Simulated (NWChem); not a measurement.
Species: PbHSF, singlet; SMILES [F][Pb][SH]

```xyz
4

Pb     0.2643     0.3376     0.0000
F     -1.6661     1.0496     0.0000
S     -0.3834    -2.1279     0.0000
H      0.9154    -2.5093     0.0000
```
Atoms are numbered in this order, from 1.

Program: NWChem. Low-valent species are run as closed-shell singlets; no triplet was tried in these runs. Structure relaxed at the PBE0/def2-SVP level. def2 effective core potentials on Pb; no spin-orbit coupling. Level: PBE0/def2-SVPD; the question gives the wavelength of the field.

Q: Predict the results for field static. Quantities: isotropic polarisability (bohr³); anisotropy (bohr³).

A: 
```json
{
  "isotropic polarisability (bohr³)": "66.7",
  "anisotropy (bohr³)": "39.7"
}
```
